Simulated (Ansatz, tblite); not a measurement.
Forces on BiI₃ at its PBE-D4/def2-SVP geometry. Total charge 0; singlet.

In the def2 sets Bi, I take a core potential; there is no spin–orbit coupling. The xTB rows come from tblite.

GFN1-xTB (tblite), largest force 0.42 eV/Å:

```xyz
4
positions Å, forces eV/Å
Bi   -0.065    0.956   -0.121    0.015   -0.215    0.027
I     2.267   -0.020    1.187   -0.373    0.023   -0.197
I    -0.085   -0.644   -2.475    0.013    0.125    0.404
I    -2.116   -0.292    1.409    0.346    0.067   -0.234
```

GFN2-xTB (tblite), largest force 0.73 eV/Å:

```
Bi 0.039 -0.565 0.071
I -0.638 0.105 -0.343
I 0.017 0.279 0.676
I 0.582 0.181 -0.405
```

PBE0-D4/def2-TZVP (Ansatz), largest force 0.52 eV/Å:

```
Bi 0.035 -0.512 0.065
I -0.396 0.120 -0.218
I 0.007 0.226 0.409
I 0.354 0.166 -0.256
```
